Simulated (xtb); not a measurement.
Input file for xtb: GFN2-xTB on CHFO (a complex), monomers drawn apart or pushed together.

```
$ xtb mol.xyz --gfn 2 --sp --chrg 0 --uhf 0
4

F     -0.11084606    -0.27438190    -0.45428820
H     -0.07941079    -0.21394166     0.47618334
C     -0.01886014    -0.09544884     2.28614262
O      0.01837923    -0.02202826     3.40437686
```

Output:

```
[...]
           -------------------------------------------------
          |                Calculation Setup                |
           -------------------------------------------------



molecular fragmentation (1/2 indicates fragments):
1122
# atoms in fragment 1/2:     2     2
 fragment masses (1/2) :       20.01       28.01
CMA distance (Bohr)    :   6.314
constraining FC (au)   :  0.0500

           -------------------------------------------------
          |                 G F N 2 - x T B                 |
           -------------------------------------------------

        Reference                      10.1021/acs.jctc.8b01176
      * Hamiltonian:
        H0-scaling (s, p, d)           1.850000    2.230000    2.230000
        zeta-weighting                 0.500000
      * Dispersion:
        s8                             2.700000
        a1                             0.520000
        a2                             5.000000
        s9                             5.000000
      * Repulsion:
        kExp                           1.500000    1.000000
        rExp                           1.000000
      * Coulomb:
        alpha                          2.000000
        third order                    shell-resolved
        anisotropic                    true
        a3                             3.000000
        a5                             4.000000
        cn-shift                       1.200000
        cn-exp                         4.000000
        max-rad                        5.000000


          ...................................................
          :                      SETUP                      :
          :.................................................:
          :  # basis functions                  13          :
          :  # atomic orbitals                  13          :
          :  # shells                            7          :
          :  # electrons                        18          :
          :  max. iterations                   250          :
          :  Hamiltonian                  GFN2-xTB          :
          :  restarted?                      false          :
          :  GBSA solvation                  false          :
          :  PC potential                    false          :
          :  electronic temp.          300.0000000     K    :
          :  accuracy                    1.0000000          :
          :  -> integral cutoff          0.2500000E+02      :
          :  -> integral neglect         0.1000000E-07      :
          :  -> SCF convergence          0.1000000E-05 Eh   :
          :  -> wf. convergence          0.1000000E-03 e    :
          :  Broyden damping             0.4000000          :
          :  net charge                          0          :
          :  unpaired electrons                  0          :
          ...................................................

 iter      E             dE          RMSdq      gap      omega  full diag
   1    -11.4374786 -0.114375E+02  0.910E+00    5.42       0.0  T
   2    -11.4421063 -0.462764E-02  0.538E+00    5.17       1.0  T
   3    -11.4409971  0.110920E-02  0.920E-01    3.48       1.0  T
   4    -11.4439700 -0.297291E-02  0.355E-01    3.72       1.0  T
   5    -11.4438763  0.936991E-04  0.217E-01    3.91       1.0  T
   6    -11.4440040 -0.127739E-03  0.481E-02    3.92       1.0  T
   7    -11.4440114 -0.743965E-05  0.178E-02    3.92       2.8  T
   8    -11.4440125 -0.105810E-05  0.645E-03    3.92       7.8  T
   9    -11.4440127 -0.160307E-06  0.392E-04    3.92     127.6  T
  10    -11.4440127  0.503331E-10  0.354E-04    3.92     141.3  T

   *** convergence criteria satisfied after 10 iterations ***

         #    Occupation            Energy/Eh            Energy/eV
      -------------------------------------------------------------
         1        2.0000           -0.8354776             -22.7345
       ...           ...                  ...                  ...
         3        2.0000           -0.6904631             -18.7885
         4        2.0000           -0.6536555             -17.7869
         5        2.0000           -0.6536555             -17.7869
         6        2.0000           -0.5416844             -14.7400
         7        2.0000           -0.4926913             -13.4068
         8        2.0000           -0.4615352             -12.5590
         9        2.0000           -0.4615352             -12.5590 (HOMO)
        10                         -0.3175576              -8.6412 (LUMO)
        11                         -0.3175576              -8.6412
        12                          0.2084958               5.6735
        13                          0.8605079              23.4156
      -------------------------------------------------------------
                  HL-Gap            0.1439775 Eh            3.9178 eV
             Fermi-level           -0.3895464 Eh          -10.6001 eV

 SCC (total)                   0 d,  0 h,  0 min,  0.003 sec
 SCC setup                      ...        0 min,  0.000 sec (  4.128%)
 Dispersion                     ...        0 min,  0.000 sec (  1.543%)
 classical contributions        ...        0 min,  0.000 sec (  0.784%)
 integral evaluation            ...        0 min,  0.000 sec ( 11.761%)
 iterations                     ...        0 min,  0.002 sec ( 61.061%)
 molecular gradient             ...        0 min,  0.000 sec ( 17.244%)
 printout                       ...        0 min,  0.000 sec (  3.053%)

         :::::::::::::::::::::::::::::::::::::::::::::::::::::
         ::                     SUMMARY                     ::
         :::::::::::::::::::::::::::::::::::::::::::::::::::::
         :: total energy             -11.351917077077 Eh    ::
         :: gradient norm              0.020518806458 Eh/a0 ::
         :: HOMO-LUMO gap              3.917827401667 eV    ::
         ::.................................................::
         :: SCC energy               -11.444012727310 Eh    ::
         :: -> isotropic ES            0.025539744135 Eh    ::
         :: -> anisotropic ES         -0.002177151047 Eh    ::
         :: -> anisotropic XC          0.000254652042 Eh    ::
         :: -> dispersion             -0.000711602822 Eh    ::
         :: repulsion energy           0.092095650233 Eh    ::
         :: add. restraining           0.000000000000 Eh    ::
         :: total charge              -0.000000000000 e     ::
         :::::::::::::::::::::::::::::::::::::::::::::::::::::

           -------------------------------------------------
          |                Property Printout                |
           -------------------------------------------------

    * Orbital Energies and Occupations

         #    Occupation            Energy/Eh            Energy/eV
      -------------------------------------------------------------
         1        2.0000           -0.8354776             -22.7345
         2        2.0000           -0.7608092             -20.7027
         3        2.0000           -0.6904631             -18.7885
         4        2.0000           -0.6536555             -17.7869
         5        2.0000           -0.6536555             -17.7869
         6        2.0000           -0.5416844             -14.7400
         7        2.0000           -0.4926913             -13.4068
         8        2.0000           -0.4615352             -12.5590
         9        2.0000           -0.4615352             -12.5590 (HOMO)
        10                         -0.3175576              -8.6412 (LUMO)
        11                         -0.3175576              -8.6412
        12                          0.2084958               5.6735
        13                          0.8605079              23.4156
      -------------------------------------------------------------
Note: The following floating-point exceptions are signalling: IEEE_DENORMAL
normal termination of xtb
                  HL-Gap            0.1439775 Eh            3.9178 eV
             Fermi-level           -0.3895464 Eh          -10.6001 eV

     #   Z          covCN         q      C6AA      α(0)
     1   9 F        0.740    -0.440    14.047     4.426
     2   1 H        0.742     0.384     0.528     1.147
     3   6 C        0.857     0.069    33.107     9.602
     4   8 O        0.856    -0.012    15.277     5.240

 Mol. C6AA /au·bohr⁶  :        196.416216
 Mol. C8AA /au·bohr⁸  :       4351.601960
 Mol. α(0) /au        :         20.416090


Wiberg/Mayer (AO) data.
largest (>0.10) Wiberg bond orders for each atom

 ---------------------------------------------------------------------------
     #   Z sym  total        # sym  WBO       # sym  WBO       # sym  WBO
 ---------------------------------------------------------------------------
     1   9 F    0.807 --     2 H    0.771
     2   1 H    0.853 --     1 F    0.771
     3   6 C    2.746 --     4 O    2.636
     4   8 O    2.643 --     3 C    2.636
 ---------------------------------------------------------------------------

Topologies differ in total number of bonds
Writing topology from bond orders to xtbtopo.mol

molecular dipole:
                 x           y           z       tot (Debye)
 q only:        0.032       0.061       0.942
   full:        0.052       0.101       1.543       3.931
molecular quadrupole (traceless):
                xx          xy          yy          xz          yz          zz
 q only:       -0.367      -0.036      -0.432      -0.217      -0.579       0.799
  q+dip:       -1.777      -0.051      -1.871      -0.237      -0.717       3.648
   full:       -1.003      -0.056      -1.105      -0.314      -0.869       2.108


           -------------------------------------------------
          | TOTAL ENERGY              -11.351917077077 Eh   |
          | GRADIENT NORM               0.020518806458 Eh/α |
          | HOMO-LUMO GAP               3.917827401667 eV   |
           -------------------------------------------------

------------------------------------------------------------------------
------------------------------------------------------------------------
 total:
 SCF:
```

The run finished.

Cost: about 0.04 core-seconds (a rough figure).
